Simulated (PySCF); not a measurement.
Gas-phase reaction: 2 InCl2 = InCl + InCl3

Computed with PySCF and rigid-rotor harmonic-oscillator thermochemistry at 1 bar. † marks an energy on the PBE0/def2-TZVP geometry and frequencies; other levels use their own. MP2 freezes the core. Open shells (unrestricted): InCl2 (multiplicity 2); the rest are closed-shell singlets. B3LYP is the form with VWN-RPA correlation. In: scalar-relativistic def2 core potential, no spin-orbit coupling. InCl2: computed as isolated molecules; such fragments, hydroxides, amides, oligomers or adducts are transient or little studied in the gas. MP2 isn't extrapolated to the basis-set limit.

```json
[
 {"level": "B3LYP/def2-TZVP†", "ΔH°(298 K), kJ": "___"},
 {"level": "MP2/def2-SVP†", "ΔH°(298 K), kJ": "-170"},
 {"level": "MP2/def2-TZVPP†", "ΔH°(298 K), kJ": "-196"},
 {"level": "PBE/def2-SVP", "ΔH°(298 K), kJ": "___"},
 {"level": "PBE0/def2-TZVP", "ΔH°(298 K), kJ": "___"},
 {"level": "r2SCAN/def2-TZVP†", "ΔH°(298 K), kJ": "-151"}
]
```

Task: Fill in the missing entries.

Result: 
- B3LYP/def2-TZVP†, ΔH°(298 K), kJ: -163
- PBE/def2-SVP, ΔH°(298 K), kJ: -153
- PBE0/def2-TZVP, ΔH°(298 K), kJ: -161
